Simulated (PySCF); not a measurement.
A structure optimised at B3LYP-D3(BJ)/def2-TZVPD, used in a PySCF frequency run:

```xyz
2

Sr     0.0000     0.0000    -0.3870
F      0.0000     0.0000     1.6340
```
Charge +1, spin multiplicity 1.

Q: Write its SMILES, formula and point group.

A: [F][Sr+], FSr, C∞v

Q: What are its rotational constants (standard atomic weights)?

A: 7.9248 GHz (linear rotor, B only)
